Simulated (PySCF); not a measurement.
**MGe cations for M along group 13**

PBE0 with double-zeta basis sets in PySCF, for the lowest determinant that a PBE0 search found; no spin–orbit coupling. De refers to high-spin ground-configuration atoms (the charge goes to the atom of lower measured ionisation energy or higher electron affinity, which is not always the lowest computed limit). A positive dipole points towards Ge; it is taken about the centre of mass and depends on that origin.

```tsv
M	basis	charged atom	state (unpaired electrons)	Re (Å)	ωe (cm⁻¹)	De (eV)	μ (D)
B	x2c-SVPall	Ge+	triplet (σ ↑, π ↑)	2.170	484	2.54	-1.81
Al	def2-SVP	Al+	triplet (σ ↑, π ↑)	2.820	179	1.14	-4.43
Ga	pcseg-1	Ga+	triplet (σ ↑, π ↑)	2.891	116	1.03	-1.54
In	cc-pVDZ-PP	In+	triplet (σ ↑, π ↑)	3.117	94.6	0.83	-0.57
Tl	def2-SVP	Tl+	triplet (σ ↑, π ↑)	3.236	79.2	n/a	0.79
```

The shortest bond is that of GeB⁺ (2.170 Å), the longest that of TlGe⁺ (3.236 Å).

The rows differ in basis set, which adds steps of its own.

Down a group the atoms grow and get heavier, so bonds lengthen and wavenumbers fall; this series shows no clear exception.

These are scalar-relativistic numbers at best; spin–orbit coupling would shift them, the dissociation energy most. For an ion De counts to the pair picked by the measured ionisation energies or electron affinities, which need not be the lowest pair at this level. States were picked by a PBE0 search and need not be the measured ground states.
